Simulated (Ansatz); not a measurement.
Start from `[O]=[Ta]([F])([F])[F]` and change one element to get `[O]=[Nb]([F])([F])[F]`.

Ansatz, PBE0-D4/def2-TZVP geometries, multiplicity 1. 

Elements past krypton have def2 core potentials.

```
                                        property  `[O]=[Ta]([F])([F])[F]`
  size of the dipole moment (PBE/def2-TZVPP) / D                     1.72
  zero-point energy (PBE0-D4/def2-TZVP) / kJ/mol                     25.1
             HOMO–LUMO gap (PBE/def2-TZVPP) / eV                     6.20
size of the dipole moment (B3LYP/def2-TZVPP) / D                     1.82
           HOMO energy (ωB97M-V/def2-TZVPP) / eV                   -12.67
             HOMO energy (B3LYP/def2-TZVPP) / eV                   -10.01
```

(1) Give the same properties after the change, and the shifts. (An estimate is asked.)

Answers

(1) Ansatz gave: 
```
                                        property  `[O]=[Nb]([F])([F])[F]`  shift
  size of the dipole moment (PBE/def2-TZVPP) / D                     1.23  -0.49
  zero-point energy (PBE0-D4/def2-TZVP) / kJ/mol                     25.8    0.7
             HOMO–LUMO gap (PBE/def2-TZVPP) / eV                     5.90  -0.30
size of the dipole moment (B3LYP/def2-TZVPP) / D                     1.27  -0.55
           HOMO energy (ωB97M-V/def2-TZVPP) / eV                   -13.06  -0.39
             HOMO energy (B3LYP/def2-TZVPP) / eV                   -10.38  -0.37
```

With PBE0 the HOMO falls by 0.38 eV and the LUMO falls by 0.67 eV, so the gap narrows by about 0.29 eV. PBE moves the HOMO by -0.32 eV and ωB97M-V by -0.39 eV. Dipoles are sizes alone; their direction can turn.

B3LYP here is the variant with VWN-RPA as its local correlation; programs differ in this.
